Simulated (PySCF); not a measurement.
## From a computed spectrum to the compound

A species of 6 atoms with charge 2 has these harmonic modes (PBE0, small Gaussian bases with core potentials, PySCF 2.14.0):

```csv
cm⁻¹,km/mol,symmetry
81,0.1,a'
162,3.6,a'
174,1.0,a''
195,5.6,a'
203,3.8,a''
248,1.7,a'
291,0.9,a''
352,0.0,a'
408,14.3,a''
412,0.5,a'
451,13.5,a'
1101,32.8,a'
```

**Question.** Which species is it, and in which structure?

**Answer.** [OsOCl4]2+ (singlet):
```xyz
6

Os    0.0053    0.0094    0.2284
O     0.4361    0.7556    1.6187
Cl    0.6524    1.1284   -1.7446
Cl    1.9203   -0.8914   -0.4181
Cl   -1.7312    1.2184   -0.4190
Cl   -1.0704   -1.8524    0.5872
```
Ideal gas at 298.15 K and 1 bar: S = 391.5 J/(mol K), Cp = 112.6 J/(mol K), H − H(0 K) = 23.8 kJ/mol (rigid rotor, harmonic modes, spin degeneracy alone). 
 This is one of several that fit.
